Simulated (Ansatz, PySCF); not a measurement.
CH6O2Si2. Atoms are numbered in the order given.

```xyz
11

O      1.0724    -0.0158    -1.5213
C      1.8075     0.1131    -0.5805
O      1.4343     0.1662     0.6890
Si    -0.2082     0.0554     1.2233
Si    -1.7141    -0.1706    -0.5568
H      2.9099     0.2047    -0.6723
H     -0.4342     1.2985     2.0150
H     -0.2310    -1.1142     2.1481
H     -1.4825    -1.4403    -1.3006
H     -1.6722     1.0195    -1.4517
H     -3.0762    -0.2370     0.0712
```

Geometry: PBE0-D3(BJ)/def2-SVP. The structure was generated by enumeration, and PubChem lists no compound with its InChIKey, so it may never have been made. The values are those of a single conformer.

Vertical ionisation energy (IE) and electron affinity (EA) in eV. Rows of orbital energies are one-electron estimates. Where ΔSCF, EOM or ADC give a negative EA the extra electron is unbound and the value depends on the basis.

| level | IE | EA |
|---|---|---|
| −ε(HOMO), −ε(LUMO), B3LYP/def2-TZVP (PySCF) | 8.06 | 0.64 |
| −ε(HOMO), −ε(LUMO), PBE/def2-TZVP (PySCF) | [?] | [?] |
| ΔSCF, CAM-B3LYP/def2-SVPD (Ansatz), final states of multiplicity 2 and 2 | 10.47 | -1.33 |
| ΔSCF, PBE/def2-SVPD (Ansatz), final states of multiplicity 2 and 2 | 9.82 | -0.96 |

### Question
What belongs in the gaps? (The exact figures need the calculation; the answer reports its results.)

### Answer

- −ε(HOMO), −ε(LUMO), PBE/def2-TZVP (PySCF), IE: 6.86
- −ε(HOMO), −ε(LUMO), PBE/def2-TZVP (PySCF), EA: 1.52

### Question
What vertical singlet–triplet gap does ΔSCF give with CAM-B3LYP/def2-SVPD (Ansatz, a first-principles code) and with PBE/def2-SVPD (Ansatz)? (An estimate is asked for; the answer gives what the named calculation found.)

### Answer
5.27 and 5.24 eV (triplet above singlet where positive).
